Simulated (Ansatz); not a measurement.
Relative stability

The two ends of one reaction step of GaAsH6O, singlet (PBE0-D4/def2-TZVP).

A:

```xyz
9
angstrom
Ga -0.6152 0.9163 -0.3792
O 1.3627 0.0280 -0.6848
H -1.1539 0.5732 -1.8209
H -0.1948 2.3728 0.0225
H 1.4523 -0.6259 0.0194
As -1.3390 -0.5642 1.4367
H 1.3732 -0.4598 -1.5154
H -0.0233 -0.4122 2.1963
H -0.8620 -1.8281 0.7255
```

B:

```tsv
atom	x (Å)	y (Å)	z (Å)
Ga1	-0.2767	1.0470	-0.9638
O2	1.5359	0.8934	-0.9601
H3	-1.0523	0.2874	-2.1001
H4	-0.8078	2.2657	-0.1404
H5	0.2666	-2.1393	0.7414
As6	-0.4017	-0.8173	1.0331
H7	1.8589	0.3101	-1.6489
H8	0.4460	-0.4605	2.2286
H9	-1.5690	-1.3865	1.8102
```

Ansatz 0.2.0; basis: def2-TZVPP; cores frozen in the correlated methods. Filled d shells of the heavier atoms are correlated. The def2 sets are not built for correlating such inner shells, so the correlated values are less sure here. B3LYP uses VWN-RPA correlation.

(1) Which structure is lower at CCSD(T), and by how much? (To be estimated.)

No T1 diagnostic of these runs exceeds 0.013.

## Answers

(1) The calculation gives: A, by 4.79 kcal/mol (electronic energy, against the other). By their contacts, A is GaAsH₆O ([OH2][GaH2][AsH2]) and B is GaAsH₆O ([OH][GaH2][AsH3]).

All methods give the same order:

| method | E(B) − E(A) (kcal/mol) |
| --- | --- |
| SPW92 | 7.03 |
| PBE-D4 | 5.77 |
| BLYP-D4 | 3.76 |
| r2SCAN-D4 | 5.37 |
| B97M-V | 3.72 |
| PBE0-D4 | 6.45 |
| B3LYP-D4 | 4.51 |
| r2SCAN0-D4 | 6.30 |
| BHLYP-D4 | 4.79 |
| CAM-B3LYP-D4 | 3.92 |
| wB97X-V | 4.10 |
| wB97M-V | 6.06 |
| B2PLYP | 4.22 |
| PBE-QIDH | 5.73 |
| RPA on PBE | 3.80 |
| HF | 3.66 |
| MP2 | 4.63 |
| CCSD | 4.67 |
| CCSD(T) | 4.79 |

Labels in which every atom is bracketed show which atoms are joined, not bond orders.

For scale, one of the runs: CCSD(T)/def2-TZVPP, 211 basis functions, launched by `ansatz run in.yaml --threads 4 --pin off --events-out ev --progress --plain --max-ram 9574MiB`. The run took 2.2 min on 4 CPU threads of an Arm Neoverse V1 (shared host), with 3 GiB of host memory at its peak.
